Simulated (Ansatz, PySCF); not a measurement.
Cl₃OTa, triplet, at a GFN2-xTB geometry (such geometries of metal compounds can be far from the true shape) (the multiplicity is a formal guess) (core potentials on Ta). Base run: PBE0/def2-SVP run with PySCF.

Input for PySCF:
```python
from pyscf import gto, scf, dft

mol = gto.M(
    atom='''
Ta    0.310121    0.122858   -0.127814
O     1.498902    1.139606   -0.791893
Cl    1.248628   -1.335208    1.282528
Cl   -1.644948   -1.207020   -0.334097
Cl   -1.640743    1.478374   -0.026926
''',
    basis='def2-svp',
    ecp={'Ta': 'def2-svp'},
    charge=0,
    spin=2,
    verbose=4,
)

mf = dft.UKS(mol)
mf.xc = 'pbe0'
mf.kernel()
```

The same geometry, method and basis name were run in Ansatz (a quantum-chemistry and plane-wave program) and PySCF, at each program's defaults and at the settings that a row names. The base is PySCF at its defaults. Differences at the defaults can come from grids, fitting, cores and function types together.

| code and settings | ΔE vs base (mEh) | basis functions | E (Eh) | SCF cycles | dipole (D) |
|---|---|---|---|---|---|
| PySCF, defaults (exact integrals, its default grid, spherical functions) | 0.000 | 100 | -1511.91868 | 17 | 2.46 |
| Ansatz, defaults (factorised integrals, its default grid, spherical functions) | 0.006 | 100 | -1511.91867 | - | - |
| PySCF, density fitting with def2-universal-jkfit | 0.008 | 100 | -1511.91867 | 17 | 2.46 |
| PySCF, fine grid | 0.005 | 100 | -1511.91867 | 17 | 2.46 |
| Ansatz, high accuracy | 0.003 | 100 | -1511.91868 | - | - |

Open shells are given as the SCF converged; they aren't shown to be the lowest states, and a large step between rows can be another state.
